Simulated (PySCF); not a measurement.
## Calculated data, CH4AlBO, AlClH2O, CH5BN, C2H5AlO and others

All values are calculated (PySCF 2.14.0). Calculation on a computer-drawn molecule: optimised geometry and harmonic frequencies of an isolated molecule of the commonest isotopes, restricted reference for singlets and unrestricted otherwise, frozen core in MP2.

Common to all runs: charge 0.

(1) CH4AlBO

Start structure:
```xyz
8
CH4AlBO
O      0.7577    -2.4382    -3.7465
B      0.7774    -2.0567    -2.6512
C      0.8916    -1.4521    -1.2157
Al    -0.7836    -0.4041    -0.6111
H      1.7789    -0.8738    -1.1751
H      1.0258    -2.3317    -0.5417
H     -0.8838     1.0346    -0.8727
H     -1.9473    -1.1457    -0.0188
```

Here we set multiplicity 1, method HF and basis cc-pV(D+d)Z.

Results for CH4AlBO: rotational constants 18.54, 2.657, 2.446 GHz; total energy -381.7314 hartree; convergence status largest gradient component 3.513e-05 hartree/bohr.

Drawn bonds:
| atom | other atom | order |
| --- | --- | --- |
| 1 | 2 | 2 |
| 2 | 3 | 1 |
| 3 | 4 | 1 |
| 3 | 5 | 1 |
| 3 | 6 | 1 |
| 4 | 7 | 1 |
| 4 | 8 | 1 |

Optimised structure:
```xyz
8
CH4AlBO
O      0.7013    -2.4403    -3.7476
B      0.7994    -2.0281    -2.6326
C      0.8658    -1.4722    -1.2090
Al    -0.7554    -0.4600    -0.6754
H      1.7417    -0.8179    -1.1404
H      1.0077    -2.3146    -0.5231
H     -0.7921     1.0992    -0.9034
H     -1.9517    -1.2338    -0.0013
```

Modes:
| frequency (cm⁻¹) | reduced mass (dalton) |
| --- | --- |
| 70.93 | 1.089 |
| 118.3 | 6.563 |
| 383.1 | 1.975 |
| 447.8 | 1.248 |
| 487 | 6.536 |
| 582.3 | 1.727 |
| 699.8 | 1.988 |
| 767.4 | 1.667 |
| 841.3 | 1.076 |
| 884.4 | 2.788 |
| 1099 | 1.193 |
| 1104 | 1.778 |
| 1494 | 1.102 |
| 2009 | 1.029 |
| 2010 | 1.06 |
| 2135 | 11.42 |
| 3175 | 1.058 |
| 3235 | 1.101 |

(2) AlClH2O

Start structure:
```xyz
5
AlClH2O
O     -0.7011     2.3813    -1.7062
Al    -0.8609     1.1932    -0.4962
Cl    -1.8274     1.5160     1.2929
H     -0.6782     2.9357    -2.3913
H     -0.1392    -0.0956    -0.7265
```

It was run with multiplicity 1, method HF and basis cc-pV(D+d)Z.

It finds rotational constants 24.82, 3.681, 3.206 GHz; total energy -777.5866 hartree; convergence status largest gradient component 1.176e-05 hartree/bohr.

Drawn bonds:
| atom | other atom | order |
| --- | --- | --- |
| 1 | 2 | 1 |
| 2 | 3 | 1 |
| 1 | 4 | 1 |
| 2 | 5 | 1 |

Optimised structure:
```xyz
5
AlClH2O
O     -0.5760     2.2216    -1.8730
Al    -0.7468     1.1522    -0.5951
Cl    -1.9034     1.7087     1.0818
H     -0.9240     3.0890    -1.9946
H     -0.0566    -0.2409    -0.6463
```

Modes:
| frequency (cm⁻¹) | reduced mass (dalton) |
| --- | --- |
| 216.4 | 5.159 |
| 403.8 | 1.251 |
| 507.9 | 7.468 |
| 522 | 1.208 |
| 595.2 | 1.353 |
| 707.5 | 1.125 |
| 917 | 7.08 |
| 2090 | 1.044 |
| 4227 | 1.068 |

(3) CH5BN

Start structure:
```xyz
8
CH5BN
B     -0.5940     1.5995     0.5357
N     -1.2659     1.2234    -0.5842
C     -2.4062     0.3645    -0.7982
H      0.2451     2.2689     0.6312
H     -0.9595     1.7097    -1.5051
H     -2.7284     0.3364    -1.8541
H     -3.2150     0.7017    -0.2485
H     -2.0936    -0.5742    -0.5047
```

Here we set multiplicity 2, method HF and basis cc-pVDZ.

The calculation gives: rotational constants 58.26, 9.731, 8.797 GHz; total energy -119.8880 hartree; spin squared 0.7581; convergence status largest gradient component 6.045e-06 hartree/bohr.

Drawn bonds:
| atom | other atom | order |
| --- | --- | --- |
| 1 | 2 | 1 |
| 2 | 3 | 1 |
| 1 | 4 | 1 |
| 2 | 5 | 1 |
| 3 | 6 | 1 |
| 3 | 7 | 1 |
| 3 | 8 | 1 |

Optimised structure:
```xyz
8
CH5BN
B     -0.8602     1.9005     0.4960
N     -1.1920     1.1545    -0.6141
C     -2.4028     0.3869    -0.8217
H      0.1639     2.5165     0.6061
H     -0.5486     1.1156    -1.3824
H     -2.9554     0.7460    -1.6933
H     -3.0425     0.4822     0.0532
H     -2.1800    -0.6723    -0.9719
```

Modes:
| frequency (cm⁻¹) | reduced mass (dalton) |
| --- | --- |
| 184.4 | 1.353 |
| 435.8 | 2.511 |
| 491.2 | 1.204 |
| 851.3 | 1.197 |
| 917.9 | 1.472 |
| 1082 | 1.857 |
| 1240 | 1.301 |
| 1249 | 1.748 |
| 1387 | 1.919 |
| 1572 | 1.181 |
| 1593 | 1.042 |
| 1594 | 1.269 |
| 1652 | 1.584 |
| 2705 | 1.1 |
| 3175 | 1.037 |
| 3233 | 1.106 |
| 3292 | 1.102 |
| 3785 | 1.075 |

(4) C2H5AlO

Start structure:
```xyz
9
C2H5AlO
C      0.3860     0.4137     0.1298
C     -1.0835     0.3547     0.6010
Al    -2.4160     0.5423    -0.9213
O     -3.4534     0.5789    -2.1250
H      0.6549    -0.2936    -0.5584
H      0.5834     1.4141    -0.3122
H      1.0200     0.3291     1.0324
H     -1.2523    -0.6795     1.1359
H     -1.3565     1.1096     1.3230
```

Settings of this run: multiplicity 1, method HF and basis cc-pV(D+d)Z.

The calculation gives: rotational constants 26.82, 2.615, 2.455 GHz; total energy -395.4117 hartree; convergence status largest gradient component 2.576e-05 hartree/bohr.

Drawn bonds:
| atom | other atom | order |
| --- | --- | --- |
| 1 | 2 | 1 |
| 2 | 3 | 1 |
| 3 | 4 | 2 |
| 1 | 5 | 1 |
| 1 | 6 | 1 |
| 1 | 7 | 1 |
| 2 | 8 | 1 |
| 2 | 9 | 1 |

Optimised structure:
```xyz
9
C2H5AlO
C      0.3813     0.4479     0.1608
C     -1.1011     0.3317     0.5598
Al    -2.3975     0.4826    -0.8956
O     -3.4525     0.6023    -2.0586
H      0.6714    -0.3317    -0.5470
H      0.6005     1.4121    -0.3030
H      1.0258     0.3514     1.0371
H     -1.2875    -0.6277     1.0550
H     -1.3578     1.1008     1.2967
```

Modes:
| frequency (cm⁻¹) | reduced mass (dalton) |
| --- | --- |
| 131.4 | 5.027 |
| 167.3 | 2.267 |
| 264.4 | 1.506 |
| 310.4 | 5.76 |
| 571.2 | 4.199 |
| 665.8 | 1.289 |
| 1008 | 1.092 |
| 1026 | 1.561 |
| 1083 | 2.002 |
| 1207 | 13.21 |
| 1336 | 1.509 |
| 1350 | 1.265 |
| 1522 | 1.176 |
| 1545 | 1.108 |
| 1597 | 1.044 |
| 1607 | 1.038 |
| 3163 | 1.058 |
| 3178 | 1.037 |
| 3204 | 1.1 |
| 3250 | 1.104 |
| 3253 | 1.104 |

(5) AlBClH2N

Start structure:
```xyz
6
AlBClH2N
B     -1.2600     0.5927     1.3739
N      0.1334     0.9540     1.3883
Al     1.6124     0.1269     1.5147
Cl     3.4572    -0.5757     1.6162
H     -1.6822    -0.4829     1.4522
H     -1.9128     1.5920     1.2729
```

It was run with multiplicity 1, method HF and basis cc-pV(D+d)Z.

Results for AlBClH2N: rotational constants 232.9, 1.631, 1.619 GHz; total energy -781.7714 hartree; convergence status largest gradient component 3.748e-05 hartree/bohr.

Drawn bonds:
| atom | other atom | order |
| --- | --- | --- |
| 1 | 2 | 1 |
| 2 | 3 | 2 |
| 3 | 4 | 1 |
| 1 | 5 | 1 |
| 1 | 6 | 1 |

Optimised structure:
```xyz
6
AlBClH2N
B     -1.2881     0.6055     1.3750
N      0.0845     0.3634     1.4376
Al     1.6697     0.0833     1.5100
Cl     3.6957    -0.2744     1.6022
H     -2.0902    -0.3036     1.4269
H     -1.7237     1.7328     1.2665
```

Modes:
| frequency (cm⁻¹) | reduced mass (dalton) |
| --- | --- |
| 101.5 | 4.695 |
| 122.1 | 3.257 |
| 140.8 | 19.97 |
| 204.7 | 15.2 |
| 468.1 | 12.48 |
| 910 | 5.842 |
| 1002 | 1.335 |
| 1106 | 1.368 |
| 1332 | 1.18 |
| 1588 | 10.69 |
| 2577 | 1.05 |
| 2608 | 1.124 |

(6) BClH2O2

Start structure:
```xyz
6
BClH2O2
O     -2.8767    -0.1186    -0.1776
B     -1.6824    -0.2949     0.2908
O     -0.4864    -0.4355    -0.3690
Cl    -1.6018    -0.3728     2.0317
H     -3.0350    -0.0188    -1.1851
H     -0.5041    -0.3104    -1.3222
```

It was run with multiplicity 1, method HF and basis cc-pV(D+d)Z.

Results for BClH2O2: rotational constants 10.31, 4.703, 3.23 GHz; total energy -635.2491 hartree; convergence status largest gradient component 4.169e-05 hartree/bohr.

Drawn bonds:
| atom | other atom | order |
| --- | --- | --- |
| 1 | 2 | 1 |
| 2 | 3 | 1 |
| 2 | 4 | 1 |
| 1 | 5 | 1 |
| 3 | 6 | 1 |

Optimised structure:
```xyz
6
BClH2O2
O     -2.8981    -0.0991    -0.2327
B     -1.6748    -0.2856     0.3051
O     -0.5171    -0.3944    -0.3793
Cl    -1.5799    -0.3972     2.0705
H     -2.9273    -0.0423    -1.1755
H     -0.5892    -0.3324    -1.3195
```

Modes:
| frequency (cm⁻¹) | reduced mass (dalton) |
| --- | --- |
| 366.2 | 9.686 |
| 407.6 | 1.065 |
| 440.6 | 5.622 |
| 517.3 | 1.214 |
| 668.9 | 6.374 |
| 703.4 | 4.167 |
| 1032 | 1.101 |
| 1092 | 2.41 |
| 1363 | 2.61 |
| 1507 | 11.33 |
| 4166 | 1.067 |
| 4176 | 1.066 |

(7) ClFH2Si

Start structure:
```xyz
5
ClFH2Si
F     -2.1156     2.5244    -0.7868
Si    -2.0279     2.2757    -2.3688
Cl    -2.2703     0.2732    -2.7220
H     -0.6979     2.6825    -2.8221
H     -3.1210     3.0085    -3.0076
```

Here we set multiplicity 1, method MP2 and basis cc-pV(D+d)Z.

Results for ClFH2Si: rotational constants 20.08, 4.012, 3.484 GHz; total energy -849.5810 hartree; convergence status largest gradient component 9.939e-06 hartree/bohr.

Drawn bonds:
| atom | other atom | order |
| --- | --- | --- |
| 1 | 2 | 1 |
| 2 | 3 | 1 |
| 2 | 4 | 1 |
| 2 | 5 | 1 |

Optimised structure:
```xyz
5
ClFH2Si
F     -2.1155     2.5362    -0.7667
Si    -2.0289     2.2704    -2.3659
Cl    -2.2694     0.2728    -2.7338
H     -0.6963     2.6792    -2.8276
H     -3.1225     3.0056    -3.0133
```

Modes:
| frequency (cm⁻¹) | reduced mass (dalton) |
| --- | --- |
| 250.5 | 16.44 |
| 576.6 | 13.8 |
| 656.2 | 1.267 |
| 756.3 | 1.074 |
| 870.8 | 4.698 |
| 961.1 | 1.237 |
| 994.7 | 1.12 |
| 2345 | 1.028 |
| 2359 | 1.057 |

(8) CH6N2Si

Start structure:
```xyz
10
CH6N2Si
C     -2.2670     0.1424     2.1050
N     -1.5952    -0.3589     0.9074
Si    -0.1142    -1.2895     0.9205
N      0.4694    -1.5727     2.3150
H     -1.6555    -0.2205     2.9288
H     -2.3454     1.2047     2.0813
H     -3.2137    -0.3398     2.1299
H     -2.0057    -0.1219     0.0728
H      0.1767    -1.3874    -0.5298
H      1.4851    -2.0595     2.4529
```

Here we set multiplicity 1, method HF and basis cc-pV(D+d)Z.

The calculation gives: rotational constants 13.75, 4.01, 3.166 GHz; total energy -439.1923 hartree; convergence status largest gradient component 1.976e-05 hartree/bohr.

Drawn bonds:
| atom | other atom | order |
| --- | --- | --- |
| 1 | 2 | 1 |
| 2 | 3 | 1 |
| 3 | 4 | 2 |
| 1 | 5 | 1 |
| 1 | 6 | 1 |
| 1 | 7 | 1 |
| 2 | 8 | 1 |
| 3 | 9 | 1 |
| 4 | 10 | 1 |

Optimised structure:
```xyz
10
CH6N2Si
C     -2.2898     0.1252     2.0953
N     -1.5582    -0.3521     0.9315
Si    -0.1195    -1.2102     0.9422
N      0.6085    -1.5976     2.2747
H     -1.7532    -0.1629     2.9963
H     -2.3839     1.2137     2.0841
H     -3.2916    -0.3087     2.1379
H     -1.9822    -0.1309     0.0520
H      0.2370    -1.4724    -0.4659
H      1.4673    -2.1072     2.3356
```

Modes:
| frequency (cm⁻¹) | reduced mass (dalton) |
| --- | --- |
| 137 | 1.076 |
| 193.2 | 3.37 |
| 211.6 | 3.223 |
| 453.3 | 2.578 |
| 472.3 | 1.149 |
| 568.2 | 1.133 |
| 614.7 | 1.513 |
| 672 | 1.207 |
| 795 | 2.904 |
| 949.2 | 1.308 |
| 1168 | 1.504 |
| 1223 | 2.491 |
| 1237 | 1.278 |
| 1275 | 4.673 |
| 1537 | 1.466 |
| 1573 | 1.165 |
| 1601 | 1.043 |
| 1620 | 1.062 |
| 2341 | 1.044 |
| 3175 | 1.037 |
| 3234 | 1.107 |
| 3303 | 1.102 |
| 3824 | 1.076 |
| 3867 | 1.079 |

(9) C2H5BO

Start structure:
```xyz
9
C2H5BO
B     -1.1472    -0.1656    -1.2288
C     -0.7731    -1.0328    -0.2448
C      0.5157    -1.2790     0.4006
O      0.4095    -0.9768     1.8479
H     -1.4596     0.6624    -2.0406
H     -1.6337    -1.6679     0.1348
H      1.3291    -0.6984    -0.0048
H      0.8066    -2.3055     0.3959
H      0.1176    -0.0426     1.9828
```

Settings of this run: multiplicity 1, method HF and basis cc-pVDZ.

The calculation gives: rotational constants 28.14, 4.469, 4.354 GHz; total energy -178.1230 hartree; convergence status largest gradient component 4.452e-05 hartree/bohr.

Drawn bonds:
| atom | other atom | order |
| --- | --- | --- |
| 1 | 2 | 2 |
| 2 | 3 | 1 |
| 3 | 4 | 1 |
| 1 | 5 | 1 |
| 2 | 6 | 1 |
| 3 | 7 | 1 |
| 3 | 8 | 1 |
| 4 | 9 | 1 |

Optimised structure:
```xyz
9
C2H5BO
B     -1.1310    -0.1414    -1.2315
C     -0.8290    -1.0222    -0.2070
C      0.5074    -1.2451     0.4582
O      0.4681    -1.0052     1.8389
H     -1.4044     0.5942    -2.1075
H     -1.6494    -1.6250     0.1815
H      1.2805    -0.6349    -0.0205
H      0.8105    -2.2864     0.3494
H      0.1122    -0.1403     1.9817
```

Modes:
| frequency (cm⁻¹) | reduced mass (dalton) |
| --- | --- |
| 145.5 | 2.792 |
| 239.1 | 2.184 |
| 368.5 | 1.11 |
| 450.2 | 2.533 |
| 716.2 | 1.281 |
| 765.4 | 1.652 |
| 817 | 1.449 |
| 996.2 | 1.64 |
| 1084 | 2.254 |
| 1180 | 4.419 |
| 1221 | 1.403 |
| 1313 | 1.155 |
| 1465 | 1.218 |
| 1532 | 1.254 |
| 1623 | 1.086 |
| 1663 | 4.313 |
| 2938 | 1.135 |
| 3163 | 1.071 |
| 3240 | 1.095 |
| 3277 | 1.086 |
| 4138 | 1.067 |

(10) AlBCl2H2

Start structure:
```xyz
6
AlBCl2H2
B     -1.7904    -2.1136     0.1887
Al     0.3334    -2.0391     0.1015
Cl     1.4954    -1.5541     1.7932
Cl     1.3845    -2.4466    -1.6807
H     -2.4649    -1.1477    -0.0404
H     -2.3743    -3.1238     0.4695
```

It was run with multiplicity 1, method MP2 and basis cc-pV(D+d)Z.

It finds rotational constants 3.894, 2.208, 1.426 GHz; total energy -1187.3040 hartree; convergence status largest gradient component 1.252e-05 hartree/bohr.

Drawn bonds:
| atom | other atom | order |
| --- | --- | --- |
| 1 | 2 | 1 |
| 2 | 3 | 1 |
| 2 | 4 | 1 |
| 1 | 5 | 1 |
| 1 | 6 | 1 |

Optimised structure:
```xyz
6
AlBCl2H2
B     -1.7788    -2.1134     0.1883
Al     0.3382    -2.0391     0.1014
Cl     1.4836    -1.5523     1.7996
Cl     1.3723    -2.4489    -1.6862
H     -2.4608    -1.1436    -0.0407
H     -2.3708    -3.1276     0.4695
```

Modes:
| frequency (cm⁻¹) | reduced mass (dalton) |
| --- | --- |
| 118.5 | 3.963 |
| 138.3 | 1.017 |
| 155 | 19.16 |
| 174.7 | 4.765 |
| 413.4 | 10.44 |
| 568.1 | 1.326 |
| 589.9 | 22.25 |
| 640.3 | 7.364 |
| 871 | 1.373 |
| 1188 | 1.133 |
| 2626 | 1.054 |
| 2710 | 1.122 |
